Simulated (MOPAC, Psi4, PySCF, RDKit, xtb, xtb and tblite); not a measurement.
Two geometries of C4H8O3, SMILES COCC(=O)OC, singlet, relaxed at GFN2-xTB with one dihedral held; other torsions can differ between them too.

Structure A

```
15

C     -2.4963     0.5767     0.2030
O     -1.8650    -0.5388     0.7974
C     -0.6981    -0.9651     0.1579
C      0.4248     0.0623     0.0764
O      0.4354     1.1568     0.5681
O      1.4374    -0.4392    -0.6431
C      2.5746     0.4039    -0.7931
H     -3.4276     0.7143     0.7482
H     -1.8877     1.4789     0.2874
H     -2.7172     0.3831    -0.8542
H     -0.3332    -1.8229     0.7296
H     -0.9065    -1.3007    -0.8725
H      2.3089     1.3008    -1.3560
H      3.3149    -0.1804    -1.3325
H      2.9558     0.7024     0.1851
```

Structure B

```
15

C     -2.5124     0.5664     0.1304
O     -1.8893    -0.5240     0.7782
C     -0.6748    -0.9509     0.2260
C      0.3279     0.1321    -0.1470
O      0.3519     1.2641     0.2520
O      1.2281    -0.3713    -1.0017
C      2.2651     0.5143    -1.4097
H     -3.4933     0.6576     0.5925
H     -1.9552     1.4944     0.2707
H     -2.6327     0.3720    -0.9424
H     -0.2109    -1.5961     0.9782
H     -0.8475    -1.5514    -0.6833
H      1.8471     1.3546    -1.9674
H      2.9305    -0.0696    -2.0396
H      2.7976     0.9002    -0.5386
```

Problem. Which is lower in energy at the level B3LYP-D3(BJ)/def2-SVP // GFN2-xTB in Psi4, and by how much?

Solution. A is lower, by 1.56 kcal/mol (dihedral C1–O2–C3–C4: 60° in A, 45° in B).

E(B) − E(A) in kcal/mol at the other levels, on the same two geometries: GFN2-xTB (xtb and tblite) 0.96; MMFF94 // GFN2-xTB (RDKit) 1.64; B3LYP/def2-SVP // GFN2-xTB (Psi4) 1.63; PBE/def2-SVP // GFN2-xTB (Psi4) 1.54; PBE-D3(BJ)/def2-SVP // GFN2-xTB (Psi4) 1.50; UFF // GFN2-xTB (RDKit) 2.93; AM1, restricted, heats of formation // GFN2-xTB (MOPAC) 0.95; PM7, restricted, heats of formation // GFN2-xTB (MOPAC) 0.85; GFN1-xTB // GFN2-xTB (xtb) 0.73; restricted B3LYP/6-31G*, spherical d, density fitting // GFN2-xTB (PySCF) 1.65; restricted BP86/6-31G*, spherical d, density fitting // GFN2-xTB (PySCF) 1.56; restricted Hartree-Fock/STO-3G // GFN2-xTB (PySCF) 1.52; restricted Hartree-Fock/3-21G // GFN2-xTB (PySCF) 1.83.
